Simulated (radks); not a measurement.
Values are calculated unless marked as measured or tabulated.
All-electron atom: Nb35+ in [He] 2s2 2p2. Level of theory: Dirac Kohn-Sham, BLYP, spin-unpolarised, spherical densities, finite nucleus; open shells fill j = l - 1/2 first; Fermi nuclear charge, rms radius 4.324 fm (a radial shooting solver on a logarithmic mesh with Libxc functionals).

Radial electron density D(r) = 4 pi r^2 rho(r):

```
   r/bohr * D(r) (the largest magnitude, 49.7, reaches the edge; | marks zero)
 0.002403 |   *
 0.002911 |     *
   0.0035 |       *
  0.00424 |         *
 0.005138 |             *
 0.006225 |                 *
 0.007543 |                      *
  0.00914 |                            *
  0.01107 |                                   *
  0.01342 |                                          *
  0.01626 |                                                *
   0.0197 |                                                     *
  0.02387 |                                                      *
  0.02869 |                                                    *
  0.03477 |                                              *
  0.04212 |                                       *
  0.05104 |                               *
  0.06185 |                           *
  0.07494 |                          *
   0.0908 |                             *
     0.11 |                               *
   0.1333 |                              *
   0.1615 |                       *
   0.1942 |              *
   0.2352 |      *
    0.285 | *
   0.3454 |*
   0.4185 *
   0.5071 *
```

D(r) has 2 maxima, at r = 0.0235, 0.114 bohr, and minima at 0.0686 bohr, inside which lie 2.27 electrons.
